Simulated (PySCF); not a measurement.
## Electron correlation in Si⁺ (silicon, charge +1)

[Ne] 3s2 3p1, 2P determinant. All numbers are calculated (PySCF 2.14, the non-relativistic Hamiltonian (point nucleus), in def2-SVP (4s3p1d, 18 functions)). Frozen: [Ne]; 3 electrons correlated.

MP2 pair energies summed by pair of shells (mhartree):

| pair | energy | share (%) |
| --- | --- | --- |
| 3s-3s | -20.78 | 59.0 |
| 3s-3p | -14.45 | 41.0 |

Total MP2 correlation energy: -35.22 mhartree.

Same-spin part -2.15 and opposite-spin part -33.08 mhartree; SCS-MP2 scales them by 1/3 and 6/5 to -40.41 mhartree.

```csv
level,correlation energy (mhartree)
CCSD,-53.01
(T),-0.66
CCSD(T),-53.67
```

Diagnostics: T1 = 0.012, D1 = 0.0255, largest double amplitude 0.112.

Is a single reference adequate?

Mostly. T1 lies below 0.03, but a double amplitude of this size points to a near-degeneracy that CCSD handles and MP2 describes poorly.
